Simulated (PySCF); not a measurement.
Species: C2H10GeSi.
Bonds: C1–C2, C2–Si3, Si3–Ge4. Hydrogens: H5, H6, H7 on C1; H8, H9 on C2; H10, H11 on Si3; H12, H13, H14 on Ge4.

A calculation gives these core lines: C 1s: 290.24 (area 1), 290.72 (area 1) eV; Si 1s: 1845.99 eV; Si 2p3/2: 106.28 eV.

Theory: PySCF 2.14.0, delta-SCF UKS SCAN, pcX-2 on the ionised atom, pcseg-1 elsewhere, spin-free X2C. One conformer (not necessarily the lowest) at the PBE0-D3(BJ)/def2-SVP geometry, without solvent, vibrations or thermal averaging.

Q: Order the carbon atoms by C 1s binding energy.

A: 290.24 eV: C2 (sp3 carbon bound to silicon); 290.72 eV: C1 (methyl carbon). Lowest listed C 1s: C2, bonded to C, 2 H and Si. Highest, 0.48 eV above it: C1, bonded to C and 3 H. Summing the Pauling electronegativity differences to the bonded atoms, each weighted by its formal bond order, gives -1.35 for the lowest site and -1.05 for the highest.

Bonded neighbours of each site: C1: C and 3 H; C2: C, 2 H and Si; Si3: C, 2 H and Ge.

Q: Which photon energy gives electrons from Si 1s of Si3 a kinetic energy of 150 eV, and what is their de Broglie wavelength?

A: hν = 1845.99 + 150 = 1995.99 eV, recoil neglected; λ = 12.264 Å/√(E/eV) = 1.00 Å.

2p3/2 and 2p1/2 are the ΔSCF energy of one spin-free 2p hole plus the eigenvalues of a spin–orbit and ligand-field matrix of the shell. 2p1/2 minus 2p3/2 (ligand field included): Si 0.62 eV. No level of germanium is listed.

Shape of the structure used: `[CH3:1][CH2:2][SiH2:3][GeH3:4]`: C1–C2–Si3–Ge4 -63°.
